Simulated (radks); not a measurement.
Question: Species: Tl V. Configuration: [Xe] 4f14 5d8.75 6p0.25 (fractional occupations, a model configuration). All-electron calculation, Dirac Kohn-Sham, AM05, spin-unpolarised, spherical densities, finite nucleus; open shells fill j = l - 1/2 first; Fermi nuclear charge, rms radius 5.4759 fm. Program: a radial shooting solver on a logarithmic mesh with Libxc functionals. Some entries of the table are withheld. Estimate them.

orbital  occ.  eigenvalue (eV)  <r^2> (bohr^2)
1s1/2       2              (1)       0.0003695
2s1/2       2        -15237.94        0.005556
2p1/2       2              (2)             (3)
2p3/2       4              (4)             (5)
3s1/2       2        -3672.857         0.03604
3p1/2       2        -3400.330         0.03276
3p3/2       4        -2941.789         0.03913
3d3/2       4        -2489.070         0.02988
3d5/2       6        -2391.046         0.03161
4s1/2       2        -856.0203          0.1734
4p1/2       2        -738.4225          0.1761
4p3/2       4        -626.7091          0.2080
4d3/2       4        -434.0307          0.2172
4d5/2       6        -413.1749          0.2283
5s1/2       2        -177.8333          0.8576
4f5/2       6        -164.1386             (6)
4f7/2       8        -159.5301             (7)
5p1/2       2        -138.0313          0.9859
5p3/2       4        -117.3520           1.184
5d3/2       4         -61.9665           1.850
5d5/2    4.75         -59.4572           1.962
6p1/2    0.25         -37.4901           6.016
6p3/2       0         -34.2960           7.040

Answer: 
(1) 1s1/2 eigenvalue (eV): -85417.69
(2) 2p1/2 eigenvalue (eV): -14637.25
(3) 2p1/2 <r^2> (bohr^2): 0.003914
(4) 2p3/2 eigenvalue (eV): -12574.35
(5) 2p3/2 <r^2> (bohr^2): 0.005098
(6) 4f5/2 <r^2> (bohr^2): 0.2588
(7) 4f7/2 <r^2> (bohr^2): 0.2661
